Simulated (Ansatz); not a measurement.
**Question.** Name a neutral molecule of C, I, O, Zr and H with size of the dipole moment (ωB97M-V/def2-TZVPP) between 3.25 and 3.55 D and HOMO energy (PBE0/def2-TZVPP) between -7.65 and -7.35 eV (Ansatz, PBE0-D4/def2-TZVP geometry).

**Answer.** `C[O][Zr]([CH3])([I])[I]` (3.31 D, -7.57 eV). Other molecules can fit too; these were computed, each in one conformer that needn't be the lowest.
